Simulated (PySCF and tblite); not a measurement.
The numbers below are computed, except where a source is named.
System: C4H5FO2, numbered as in [CH3:1][C:2](=[O:3])/[CH:4]=[C:5](/[OH:6])[F:7].

Motion: rotation about the C5–O6 bond (torsion C4–C5–O6–H from 180° to 360°, rising). GFN2-xTB gives an electronic barrier of 7.6 kcal/mol and a reaction energy of 3.7 kcal/mol.

Q: What does PBE0/pcSseg-1 + D3(BJ) give on PBE0-D3(BJ)/def2-SVP geometries?

A: A barrier of 5.4 kcal/mol, 2.2 below the tight-binding barrier (from unrounded values), a reaction energy of 0.9 kcal/mol and, with GFN2-xTB thermal terms, ΔG‡(298 K) = 4.8 kcal/mol and k = 4×10⁹ s⁻¹ (2 equivalent paths).

Q: And the level of the geometries itself, PBE0-D3(BJ)/def2-SVP?

A: 5.6 kcal/mol.

Programs: tblite and PySCF.
